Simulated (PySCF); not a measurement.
# Rh³⁷⁺: ionisation energy

Rh³⁷⁺ [He] 2s2 2p4 [2p1/2^2 2p3/2^2, M_J = 2] → Rh³⁸⁺ [He] 2s2 2p3 [2p1/2^2 2p3/2^1, M_J = 3/2], as a difference of total energies. Computed with PySCF 2.14 in an even-tempered Gaussian basis (17 s from 17 bohr⁻², ratio 2.4; 12 p from 21 bohr⁻², ratio 2.4; 5 d from 78 bohr⁻², ratio 2.6; 4 f from 120 bohr⁻², ratio 2.6), with the two-component X2C-1e Hamiltonian. Correlated levels: nothing frozen; the 32 highest virtual spinors dropped. "Screened" scales the spin-orbit matrix elements by Boettger's factors to mimic the two-electron term; Breit and QED terms are absent.

```json
{"method": "GHF (spin-free)", "ionisation energy (eV)": "5427.3"}
{"method": "GMP2 (spin-free)", "ionisation energy (eV)": "5429.0"}
{"method": "GHF (screened spin-orbit)", "ionisation energy (eV)": "5407.1"}
{"method": "GMP2 (screened spin-orbit)", "ionisation energy (eV)": "5406.8"}
```

For this ion Breit and QED terms and the two-electron picture change, all absent here, outweigh the correlation shift from GHF to GMP2.

The spin-free rows relax to the high-spin LS determinant and lack the spin-orbit shift.

The labels give the starting determinants; with spin-orbit coupling the two ends relaxed to ⟨J²⟩ = 6.00, ⟨L²⟩ = 3.08, ⟨S²⟩ = 1.46 and ⟨J²⟩ = 3.75, ⟨L²⟩ = 2.22, ⟨S²⟩ = 1.66.

For comparison: 5406 ± 11 eV (semi-empirical (NIST evaluation); NIST Atomic Spectra Database, ionization energies).
